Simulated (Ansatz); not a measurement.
Computed with Ansatz.

Basis-set series for GaH$_{3}$O$_{3}$, SMILES `[OH][Ga]([OH])[OH]`. The species carries charge 0 and has multiplicity 1. All single points use the PBE0-D4/def2-TZVP geometry. It is one conformer, not always the lowest.

```csv
functional,basis,functions,energy (Eh),HOMO (eV),LUMO (eV)
PBE0-D4,def2-SVP,89,-2151.50182,-8.64,-0.65
PBE0-D4,def2-TZVPP,183,-2152.04125,-8.96,-0.89
ωB97M-V,def2-SVP,89,-2151.81947,-11.11,1.15
ωB97M-V,def2-TZVPP,183,-2152.36387,-11.45,0.87
```

(1) Give the rows for def2-QZVPP. (Estimate.)

Answers

(1) The calculation gave: 
```tsv
functional	basis	functions	energy (Eh)	HOMO (eV)	LUMO (eV)
PBE0-D4	def2-QZVPP	350	-2152.09959	-9.03	-1.09
ωB97M-V	def2-QZVPP	350	-2152.41998	-11.54	0.52
```

Positive LUMOs are unbound and depend on the basis. Scalar relativity is left out up to krypton.
